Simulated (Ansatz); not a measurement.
Correlation energies of CH4FSeSi, SMILES `C[Se][SiH]F` radical by basis set

```
atom   x (Å)   y (Å)   z (Å)
  C1  -1.243  -0.607   0.410
 Se2  -0.368  -0.025  -1.244
 Si3   1.365   1.077  -0.322
  F4   2.320   0.114   0.542
  H5  -0.567  -1.230   0.990
  H6  -1.565   0.258   0.985
  H7  -2.110  -1.191   0.103
  H8   2.168   1.605  -1.464
```

The species carries charge 0 and has multiplicity 2. Correlated methods include outer-core shells of Se, which these sets cover unevenly. Scalar relativity is left out up to krypton. Geometry: relaxed with PBE0-D4/def2-TZVP. It is one conformer, not always the lowest. Frozen core, unrestricted reference, the Gaussian-basis code of Ansatz.

```tsv
basis	HF (Eh)	MP2 corr.	CCSD corr.	(T)	CCSD(T) total
def2-SVP	-2827.95125	-0.64285	-0.67398	-0.01675	-2828.64198
def2-TZVPP	-2828.53458	-0.79847	-0.82670	-0.03006	-2829.39134
def2-QZVPP	-2828.59802	-1.14597	–	–	–
```
